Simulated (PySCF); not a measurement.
Cl$_{2}$, charge +1, doublet, geometry from GFN2-xTB (a state made from the parent by changing its charge; the spin is typed, not shown lowest).

PySCF was given this input:
```python
from pyscf import gto, scf, dft

mol = gto.M(
    atom='''
Cl   -0.000000   -0.000000   -0.980432
Cl    0.000000    0.000000    0.980432
''',
    basis='cc-pvtz',
    charge=1,
    spin=1,
    verbose=4,
)

mf = dft.UKS(mol)
mf.xc = 'pbe0'
mf.kernel()
```

Task: What does this run give for the HOMO energy, number of basis functions?

Result: 
The HOMO energy comes out as -16.69 eV and the number of basis functions comes out as 68.

These values belong to the state on which the SCF converged, which isn't shown to be the lowest.
